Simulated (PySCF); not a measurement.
# Nonlinear optical response: 4-methylbenzyl alcohol (SMILES c1c(C)ccc(CO)c1)

Geometry:
| atom | x (Å) | y (Å) | z (Å) |
| --- | --- | --- | --- |
| C1 | -3.005 | -0.588 | -0.357 |
| C2 | -1.556 | -0.266 | -0.134 |
| C3 | -0.553 | -0.913 | -0.864 |
| C4 | 0.790 | -0.595 | -0.684 |
| C5 | 1.175 | 0.380 | 0.241 |
| C6 | 2.631 | 0.735 | 0.414 |
| O7 | 3.506 | -0.327 | 0.155 |
| C8 | 0.179 | 1.021 | 0.982 |
| C9 | -1.164 | 0.706 | 0.794 |
| H10 | -3.146 | -1.640 | -0.647 |
| H11 | -3.428 | 0.032 | -1.166 |
| H12 | -3.605 | -0.399 | 0.546 |
| H13 | -0.830 | -1.683 | -1.590 |
| H14 | 1.564 | -1.110 | -1.259 |
| H15 | 2.902 | 1.531 | -0.301 |
| H16 | 2.784 | 1.165 | 1.425 |
| H17 | 3.239 | -1.067 | 0.712 |
| H18 | 0.458 | 1.775 | 1.724 |
| H19 | -1.926 | 1.218 | 1.389 |

Method: quadratic response CAM-B3LYP/aug-cc-pVDZ first hyperpolarisability, Taylor convention, gas phase in PySCF. Geometry: PBE0-D3(BJ)/def2-SVP.

Problem. What is the first hyperpolarisability, and how does it disperse?

Solution. In au, Taylor convention; the vector part is βᵢ = ⅓ Σⱼ (βᵢⱼⱼ + βⱼᵢⱼ + βⱼⱼᵢ); β∥ is 3/5 of the vector part along the dipole, the dipole points from − to +:
| process | λ (nm) | β vector norm | β∥ | β HRS | depolarisation ratio |
| --- | --- | --- | --- | --- | --- |
| static β(0;0,0) | ∞ | 57.0 | -22.0 | 24.1 | 4.68 |
| second harmonic β(−2ω;ω,ω) | 1907 | 58.2 | -21.1 | 24.8 | 4.53 |
| Pockels β(−ω;ω,0) | 1907 | 57.3 | -21.7 | – | – |
| second harmonic β(−2ω;ω,ω) | 1064 | 62.0 | -18.3 | 27.0 | 4.21 |
| Pockels β(−ω;ω,0) | 1064 | 58.3 | -21.0 | – | – |

Problem. Which lowest excitations, dipole and polarisabilities go with it?

Solution. S1 5.23 eV (f = 0.004); S2 5.79 eV (f = 0.085); S3 6.01 eV (f = 0.002); dipole 1.79 D; isotropic α 100.7 au static, 101.1 au at 1907 nm, 101.9 au at 1064 nm, 102.2 au at 953.5 nm, 105.8 au at 532 nm.
